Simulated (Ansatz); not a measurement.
Mulliken charges of CH₂ClFZn (`[F][Zn][CH2]Cl`) from PBE/def2-TZVPP in Ansatz (PBE0-D4/def2-TZVP geometry).

| atom | x (Å) | y (Å) | z (Å) | charge (e) |
| --- | --- | --- | --- | --- |
| F1 | 0.203 | -2.769 | 1.095 | -0.422 |
| Zn2 | 0.150 | -1.126 | 0.500 | 0.471 |
| C3 | 0.071 | 0.677 | -0.174 | -0.186 |
| Cl4 | -1.201 | 0.770 | -1.432 | -0.147 |
| H5 | 1.007 | 0.987 | -0.636 | 0.142 |
| H6 | -0.187 | 1.397 | 0.601 | 0.142 |

Problem. By hand: the dipole of these point charges (1 e Å = 4.8032 D).

Solution. Σ q r = (0.265, 0.738, 0.011) e Å, of length 0.784 e Å = 3.77 D.

Problem. How does the dipole of the full density compare? (An estimate is asked.)

Solution. Computed: (0.223, 0.468, 0.060) e Å, 2.51 D; the point charges give 1.50 times that, at 8° from its direction.

Point charges leave out the atoms' own dipoles, such as those of lone pairs, and Mulliken's split depends on the basis, so the two needn't agree.
